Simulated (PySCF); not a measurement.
Dipole response of Bi (bismuth, neutral)

[Xe] 4f14 5d10 6s2 6p3, high-spin 4S determinant. Computed with PySCF 2.14 in aug-cc-pVQZ-PP with ECP60MDF (7s7p5d3f2g, 92 functions), with a scalar-relativistic core potential. Coupled (time-dependent) response in atomic units; α is the mean over directions.

| method | mean α (bohr³) | C₆ (like pair) | S(−4) |
| --- | --- | --- | --- |
| B3LYP | 53.42 | 639.1 | 881.7 |

S(−4) is the Cauchy moment in α(ω) = α(0) + S(−4) ω² + …

Reference α: 48 ± 4 bohr³ (recommended; Schwerdtfeger and Nagle, table of static dipole polarizabilities (2023 update)). Published C₆: 513.0 (Gould and Bucko (2016)).

α(iu) at B3LYP:

| u (hartree) | α(iu) (bohr³) |
| --- | --- |
| 0 | 53.42 |
| 0.0500 | 51.34 |
| 0.100 | 46.26 |
| 0.200 | 34.52 |
| 0.300 | 25.54 |
| 0.500 | 15.29 |
| 0.750 | 9.455 |
| 1.00 | 6.599 |
| 1.50 | 3.926 |
| 2.00 | 2.678 |
| 3.00 | 1.499 |
| 5.00 | 0.6576 |

A single London oscillator, α(iu) = α/(1 + u²/ω²), gives C₆ = (3/4) ω α². Matching the computed C₆ needs ω = 4 × 639.1 / (3 × 53.42²) = 0.299 hartree.

Energies and moments cover only the electrons outside the core potential. Spin-orbit coupling, which splits the p, d and f shells strongly at this Z, is absent. Spin-orbit coupling is strong in this species (close to jj coupling), so the high-spin LS determinant is a model state, not a physical level.
